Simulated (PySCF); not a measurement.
# Exercise with solution: entropy of an ideal gas

GaHF2, SMILES [F][GaH][F].

Geometry: ωB97X-D3(BJ)/def2-TZVP.

ωB97X-D3(BJ)/def2-TZVP run with PySCF gives the harmonic wavenumbers 208, 482, 580, 693, 716, 2129 cm⁻¹ and the rotational temperatures 0.9019, 0.3049, 0.2278 K. The molar mass is 108.73 g/mol, the symmetry number 2, the spin multiplicity 1.

Q: Work out the entropy at 298.15 K and 1 atm in the rigid-rotor, harmonic-oscillator model.

A: 
Translation (Sackur–Tetrode at 1 atm): S = R[1.5 ln M + 2.5 ln T − 1.16487] = 167.2 J/(mol K).
Rotation: q = (√π/σ) T^1.5/√(θA θB θC) = 18200, S = R[ln q + 3/2] = 94.0 J/(mol K).
Vibration: with u = 1.4388 ν/T, each mode gives R[u/(e^u − 1) − ln(1 − e^−u)]:
```tsv
ν (cm⁻¹)	modes	u	S (J/(mol K))
208	1	1.00	8.62
482	1	2.33	2.95
580	1	2.80	2.03
693	1	3.34	1.32
716	1	3.46	1.20
```
The stiffer modes add less than 0.005 each. Sum 16.1 J/(mol K).
Spin: R ln 1 = 0.0 J/(mol K).
Total 277.4 J/(mol K); the program's own thermochemistry gives 277.4. Translation makes up 60 % and vibration 6 %. Anharmonicity, hindered rotation and orbital degeneracy are left out.
